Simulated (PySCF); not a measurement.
Working out the ionisation energy of As⁺

As⁺ [Ar] 3d10 4s2 4p2 (3P) → As²⁺ [Ar] 3d10 4s2 4p1 (2P). Calculation: PySCF 2.14, in def2-TZVP (6s5p4d1f, 48 functions); no relativity, point nucleus. Frozen: [Ar] 3d10. Energies in hartree (1 hartree = 27.21139 eV):

| part | As⁺ (lower) | As²⁺ (upper) |
| --- | --- | --- |
| UHF | -2233.846901 | -2233.186208 |
| CCSD correlation | -0.069776 | -0.054960 |
| (T) | -0.001697 | -0.000760 |

Task: What does Hartree-Fock give?

Result: (-2233.186208) − (-2233.846901) = 0.660693 hartree = 17.978 eV.

Task: What do CCSD and CCSD(T) give?

Result: The CCSD correlation energies differ by 0.014816 hartree = 0.403 eV and the triples by 0.000937 hartree = 0.025 eV, so CCSD gives 18.381 eV and CCSD(T) 18.406 eV.

Reference: 18.589 eV (measured; NIST Atomic Spectra Database, ionization energies), between the lowest levels; spin-orbit coupling is absent from the calculation.

The calculation is non-relativistic.

What remains against the reference includes basis incompleteness, the frozen core and higher excitations.
